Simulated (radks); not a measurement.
Values are calculated unless marked as measured or tabulated.
Ionisation of Mo2+, [Kr] 4d4, to Mo3+, [Kr] 4d3, under several functionals. Dirac Kohn-Sham, spin-unpolarised, spherical densities, point nucleus; open shells fill j = l - 1/2 first; a radial shooting solver on a logarithmic mesh with Libxc functionals.

functional	E(Mo2+) (hartree)	Exc (hartree)	IE (eV)	-e(HOMO) (eV)	<r> HOMO (bohr)	IE error (eV)
PBE	-4048.40280	-123.20740	26.825	20.888	1.720	-0.305
LDA (Slater exchange, Perdew-Zunger correlation)	-4044.18085	-118.91865	27.042	21.118	1.723	-0.088
XLYP	-4049.37209	-124.17558	26.773	20.848	1.733	-0.357
BP86	-4049.27141	-124.08712	26.911	20.991	1.718	-0.219
PW91	-4049.10464	-123.92109	26.890	20.950	1.720	-0.240
Wu-Cohen GGA	-4047.77725	-122.57614	26.808	20.873	1.716	-0.322
LDA (Slater exchange, VWN5 correlation)	-4044.19923	-118.93773	27.048	21.122	1.722	-0.082
OLYP	-4050.06281	-124.97245	26.824	20.835	1.710	-0.306

NIST Atomic Spectra Database: 27.1 eV (semi-empirical). Closest: LDA (Slater exchange, VWN5 correlation). The Delta-SCF values span 0.28 eV, the total energies 5.88 hartree. The highest occupied level is 4d3/2. Spin polarisation and multiplet splitting are left out, so open shells lie too high by an amount that depends on their filling.

Beside tabulated values, note that spin-unpolarised runs miss the spin-polarisation part of the exchange energy of open shells.
